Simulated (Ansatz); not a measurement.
Results of the Gaussian-basis code of Ansatz.

Basis-set series for C3H5NSi (`C1=C[SiH2]C=N1`). The species carries charge 0 and has multiplicity 1. Geometry: relaxed with PBE0-D4/def2-TZVP.

```json
{"functional": "PBE0-D4", "basis": "def2-SVP", "functions": "99", "energy (Eh)": "-460.97886", "HOMO (eV)": "-7.15", "LUMO (eV)": "-1.95"}
{"functional": "PBE0-D4", "basis": "def2-TZVPP", "functions": "236", "energy (Eh)": "-461.27028", "HOMO (eV)": "-7.28", "LUMO (eV)": "-2.03"}
{"functional": "ωB97M-V", "basis": "def2-SVP", "functions": "99", "energy (Eh)": "-461.20281", "HOMO (eV)": "-9.44", "LUMO (eV)": "0.26"}
{"functional": "ωB97M-V", "basis": "def2-TZVPP", "functions": "236", "energy (Eh)": "-461.50289", "HOMO (eV)": "-9.59", "LUMO (eV)": "0.12"}
```

Give the rows for def2-QZVPP. (An estimate is asked.)

The calculation gave: 
| functional | basis | functions | energy (Eh) | HOMO (eV) | LUMO (eV) |
| --- | --- | --- | --- | --- | --- |
| PBE0-D4 | def2-QZVPP | 448 | -461.28935 | -7.31 | -2.06 |
| ωB97M-V | def2-QZVPP | 448 | -461.52056 | -9.62 | 0.08 |

Positive LUMOs are unbound and depend on the basis.
